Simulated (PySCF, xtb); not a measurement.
C4H7, SMILES [CH2]C(=C)C (connectivity only; charge and spin as stated), charge +1, multiplicity 1.

xtb with GFN2-xTB at its own geometry gives an orbital gap of 1.12 eV.

The structure is a stationary point at B3LYP-D3(BJ)/def2-SVP. The spin state was assumed, not searched. The isomer is the one that the SMILES or the coordinates give; other isomers of the formula were not compared.

Problem. What does PySCF with ωB97X/def2-TZVP give? (The exact figures need the calculation; the answer reports its results.)

Solution. gap 9.21 eV (levels -16.88 and -7.67 eV).
